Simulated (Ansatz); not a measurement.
Wavefunction ladder for H₈N₂O₃Si₂ (`N[SiH2]O[Si](N)(O)O`)

```xyz
15

N    -0.718    0.562   -2.142
Si   -1.531    0.860   -0.659
O    -0.609    0.520    0.643
Si    0.602   -0.457    1.138
N     1.699   -0.536   -0.151
O     0.051   -1.937    1.561
O     1.254    0.141    2.515
H    -0.284    1.306   -2.662
H    -1.008   -0.191   -2.744
H    -1.872    2.300   -0.564
H    -2.739   -0.001   -0.632
H     2.460   -1.194   -0.151
H     1.335   -0.365   -1.077
H    -0.266   -2.028    2.461
H     1.625    1.022    2.462
```

The species carries charge 0 and has multiplicity 1. Geometry: relaxed with PBE0-D4/def2-TZVP. It is one conformer, not always the lowest. Frozen core, restricted reference, the Gaussian-basis code of Ansatz. CBS rows extrapolate triple and quadruple zeta; past MP2 they add the triple-zeta difference.

```tsv
basis	HF (Eh)	MP2 corr.	CCSD corr.	(T)	CCSD(T) total
def2-TZVPP	-916.49736	-1.37806	-1.41515	?	?
def2-QZVPP	-916.53388	?	–	–	–
CBS(def2)	-916.53891	?	?	as TZ	?
```

Question: Fill in the withheld values. (Best estimate.)

Answer: Computed: def2-TZVPP (T): -0.05093; def2-TZVPP CCSD(T) total: -917.96344; def2-QZVPP MP2 corr.: -1.48771; CBS(def2) MP2 corr.: -1.56892; CBS(def2) CCSD corr.: -1.60602; CBS(def2) CCSD(T) total: -918.19586.
